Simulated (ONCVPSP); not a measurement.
## Varying the ONCV potential for Ba (Z = 56)

Base potential:

Ba (Z = 56), optimised norm-conserving Vanderbilt (ONCV), made with ONCVPSP 4.0.1 (PBE, scalar-relativistic). Core [Xe], reference 6s1.5 6p0.5. Waves: 6s: rc 3.50 bohr, ncon 4, nbas 7, qcut 1.6 1/bohr, local; 6p: rc 4.00 bohr, ncon 4, nbas 7, qcut 1.7 1/bohr, 2 projectors, debl 1.9 Ha; d scattering state at 0.36 Ha: rc 3.50 bohr, ncon 3, nbas 8, qcut 3.1 1/bohr, 1 projector. Local part: the s channel. Core correction: polynomial model core, fcfact 0.25.

In the d channel the program set the typed energies aside and used -0.090 Ha.

All-electron outer shells of the reference configuration (PBE, scalar-relativistic, ld1.x):

```
shell  level (eV)  outermost node (bohr)  outermost maximum (bohr)
   5p      -19.31                   0.86                      1.67
   6s       -3.53                   1.96                      4.10
   6p       -1.50                   2.35                      5.34
```

Cutoffs, loose and tight: the cutoffs (Ha) at which the residual kinetic energy of the hardest occupied pseudo-wave falls to 1 and 0.1 mHa per electron. They do not see the model core or the augmentation charge, which bear on the density cutoff. Test errors are all-electron minus pseudo excitation energies from the reference, over the configurations 6s2 6p0; 6s1 6p0; 6s1.5 6p0; 6s0 6p2. A dash means not determined; rows that change the core or the reference have their own tests.

For the base: The cutoffs count occupied waves only; projector 2 of the p channel, the hardest unoccupied one, needs 10 Ha at the loose tolerance.

```csv
change,outcome,"cutoff, loose","cutoff, tight",bound ghosts,GHOST(+) flags above zero,largest test error (meV)
base,"generated, projector energies reset by the program",1.1 Ha,7.5 Ha,none,none,-3.2
"core correction Teter function, fcfact 3.25, rcfact 1.3","generated, projector energies reset by the program",1.1 Ha,7.5 Ha,none,none,-8.9
functional LDA (Perdew-Wang 92),"generated, projector energies reset by the program",1.3 Ha,7.5 Ha,none,none,-12
"all radii but the core radius scaled by about 1.07 (s 3.76, p 4.30, d 3.76 bohr)","generated, projector energies reset by the program",1.2 Ha,2.6 Ha,none,none,-6.7
"reference 5d1 6s1; waves p scattering state at 0.03 Ha: rc 4.00 bohr, ncon 4, nbas 7, qcut 1.7 1/bohr, 2 projectors, debl 1.9 Ha; 5d: rc 3.50 bohr, ncon 3, nbas 8, qcut 3.1 1/bohr, 1 projector","generated, projector energies reset by the program",3.7 Ha,5.7 Ha,none,none,-26 over the solved tests; 1 of 4 tests not solved or not reliable
s: qcut 1.8,"generated, projector energies reset by the program",1.2 Ha,7.5 Ha,none,p,-3.0
"core [Kr] 4d10, valence charge 10; reference 5s2 5p6 5d0.5 6s1.5; waves now 5s+6s: rc 2.95 bohr, ncon 4, nbas 8, qcut 3.7 1/bohr, 3 projectors, debl 3.2 Ha; 5p: rc 2.60 bohr, ncon 4, nbas 9, qcut 4.8 1/bohr, 2 projectors, debl 1.6 Ha; 5d: rc 4.00 bohr, ncon 4, nbas 9, qcut 3.6 1/bohr, 2 projectors, debl 2 Ha; local potential polynomial inside 1.75 bohr (lpopt 5, dvloc0 1 Ha)",generated,5.1 Ha,8.8 Ha,none,"s, d",-6.7
```

Task: What comes out with this change to the base: p: rc 5.72?

Result: outcome: generated, projector energies reset by the program; cutoff, loose: 1.1 Ha; cutoff, tight: 3.9 Ha; bound ghosts: none; GHOST(+) flags above zero: p; largest test error (meV): -12.
